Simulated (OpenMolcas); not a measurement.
**Cr4+: ligand-field states by method**

Cr4+ with 6 ligands (water) in trigonal antiprismatic coordination (D3d) at 1.91 Å, a polar angle of 60.2° against the regular 54.74°. Ligand basis ANO-RCC-VDZP.
```
Cr    0.0000    0.0000    0.0000
O     0.0000    1.6576    0.9490
H    -0.7797    2.1583    1.2356
H     0.7797    2.1583    1.2356
O    -1.4355   -0.8288    0.9490
H    -2.2590   -0.4039    1.2356
H    -1.4793   -1.7544    1.2356
O     1.4355   -0.8288    0.9490
H     2.2590   -0.4039    1.2356
H     1.4793   -1.7544    1.2356
O     0.0000   -1.6576   -0.9490
H    -0.7797   -2.1583   -1.2356
H     0.7797   -2.1583   -1.2356
O     1.4355    0.8288   -0.9490
H     1.4793    1.7544   -1.2356
H     2.2590    0.4039   -1.2356
O    -1.4355    0.8288   -0.9490
H    -1.4793    1.7544   -1.2356
H    -2.2590    0.4039   -1.2356
```

| Quantity | Value |
| --- | --- |
| Program | OpenMolcas |
| Basis | ANO-RCC-VDZP [5s4p2d1f] |
| Scalar Hamiltonian | DKH2, point nucleus |
| Active space | 2 electrons in 5 orbitals (3d) |
| State averaging | 2S+1 = 3 even, 10 roots; 2S+1 = 1 even, 15 roots |
| Spin-orbit coupling | RASSI with atomic mean-field integrals over the reference wave functions |

I. CASSCF
II. SS-CASPT2, IPEA 0.25 Eh, imaginary shift 0.1 Eh (closed shells correlated: 3s 3p and the ligand valence shells)
III. SS-CASPT2, IPEA 0.25 Eh, imaginary shift 0.2 Eh (closed shells correlated: 3s 3p and the ligand valence shells)

Spin-free states in cm-1, each column counted from its own energy of the first state listed:

| State | Degeneracy | I | II | III |
| --- | --- | --- | --- | --- |
| 2S+1 = 3 | 1 | 0 | 0 | 0 |
| 2S+1 = 3 | 2 | 4216 | 5240 | 5250 |
| 2S+1 = 1 | 2 | 15700 | 10640 | 10640 |
| 2S+1 = 1 | 2 | 19107 | 15360 | 15380 |
| 2S+1 = 1 | 1 | 19452 | 16020 | 16020 |
| 2S+1 = 3 | 1 | 20938 | 22950 | 22950 |
| 2S+1 = 3 | 2 | 21976 | 24980 | 24990 |
| 2S+1 = 1 | 1 | 33945 | 27290 | 27300 |
| 2S+1 = 3 | 1 | 34093 | 33380 | 33390 |
| 2S+1 = 3 | 2 | 34992 | 34990 | 35000 |
| 2S+1 = 1 | 1 | 36836 | 33020 | 33020 |
| 2S+1 = 1 | 2 | 37502 | 35300 | 35300 |
| 2S+1 = 1 | 1 | 39708 | 37060 | 37070 |
| 2S+1 = 1 | 2 | 41655 | 40890 | 40900 |
| 2S+1 = 3 | 1 | 43188 | 50300 | 50300 |
| 2S+1 = 1 | 2 | 57834 | 60340 | 60350 |
| 2S+1 = 1 | 1 | 77123 | 73360 | 73370 |

From I to II, I's first state of the same spin (2S+1 = 3) moves from 4216 to 5240 cm-1, by about +1000 cm-1.

From I to II, I's first state of another spin (2S+1 = 1) moves from 15700 to 10640 cm-1, by about -5100 cm-1.

χT at 300 K: I 0.94, II 0.95, III 0.95 cm3 K/mol.

Roots that are degenerate in the reference are averaged as groups; the widest CASPT2 spread within a group is 190 cm-1 (the 2-fold group of multiplicity 1 near 15400 cm-1 above the lowest state of its run, II). Shifts and gaps below about the spread of the groups concerned are not significant. Over all roots computed the reference weight is 0.68 to 0.69 in II, 0.68 to 0.70 in III; a low but even weight reflects the number of correlated electrons. The least metal-like active orbital is 81 % on the metal (Löwdin) and no ligand orbital is active, so the numbers are rough. Ligand-to-metal charge-transfer states are missing. With no ligand orbital active B as a rule stays too high, so bands that hang on it stand too high and its fall with covalency is understated. Without dynamic correlation the repulsion within the d shell is too large (B by tens of per cent), so at a given field states of lower spin stand too high (holds for I). With metal d orbitals alone the field can be off either way by tens of per cent (holds for I). With one d shell and no ligand orbital active, 10Dq can be off by a tenth or more (holds for II; III). No measured value stands beside these numbers; the geometry is a model, was not optimised and need not be the one that this ion takes.

A state without a sure symmetry label is named by its multiplicity alone.
